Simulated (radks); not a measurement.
Valence configurations of Os (all share [Xe]). Method: Dirac Kohn-Sham, PBE, spin-unpolarised, spherical densities, point nucleus; open shells are shared between the two j in proportion to 2j + 1; computed with a radial shooting solver on a logarithmic mesh with Libxc functionals. Energies are relative to 4f14 5d6 6s2; eigenvalues in eV.

valence,E (eV),e(4f5/2),e(4f7/2),e(5d3/2),e(5d5/2),e(6p1/2)
4f14 5d6 6s2,0.000,-53.399,-50.594,-6.901,-5.854,-
4f14 5d7 6s1,0.308,-50.972,-48.168,-5.316,-4.344,-
4f14 5d6 6s1.5 6p0.5,2.459,-54.315,-51.510,-7.765,-6.705,-2.175
4f14 5d5.5 6s2 6p0.5,2.746,-55.663,-52.858,-8.631,-7.533,-2.361
4f14 5d6 6s1 6p1,5.009,-55.156,-52.351,-8.548,-7.475,-2.595
4f14 5d5 6s2 6p1,6.049,-57.937,-55.131,-10.317,-9.167,-2.968
4f13.5 5d6 6s2 6p0.5,26.894,-60.716,-57.859,-9.257,-8.091,-2.358
4f13 5d7 6s2,49.977,-63.464,-60.555,-8.010,-6.827,-
4f13 5d7 6s1.5 6p0.5,52.489,-64.422,-61.513,-8.927,-7.732,-2.154
4f11 5d7 6s1.5 6p2.5,203.42,-96.146,-93.022,-19.035,-17.368,-4.577

NIST lists [Xe] 4f14 5d6 6s2 as the ground configuration; this level of theory agrees among the configurations tried. The energies are those of spherical spin-averaged densities, not of single terms.
